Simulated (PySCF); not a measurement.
Finite-field polarisability of Cu⁻ (copper, charge -1)

[Ar] 3d10 4s2, closed-shell 1S. All numbers are calculated (PySCF 2.14, scalar relativity by spin-free X2C-1e, in aug-cc-pVDZ-DK). Frozen: [Ar]. Energy changes in a uniform field (μhartree):

```tsv
axis	F (au)	HF	MP2	CCSD	CCSD(T)
x	0.00072	-99.088	-41.866	-60.123	-52.924
x	0.00144	-396.102	-168.199	-240.801	-212.073
```

Q: Derive α along x at CCSD(T) from the two fields.

A: With ΔE = −αF²/2 − γF⁴/24, α = −(16 ΔE(F) − ΔE(2F))/(6F²) = 204.1 bohr³.

Q: And the mean polarisability at each level?

A: HF 382.4, MP2 161.3, CCSD 231.9, CCSD(T) 204.1 bohr³.

The polarisability of an anion needs two sets of diffuse s and p functions; this basis lacks them, so these values show the method and not the converged property.

A double-zeta set is small for polarisabilities.
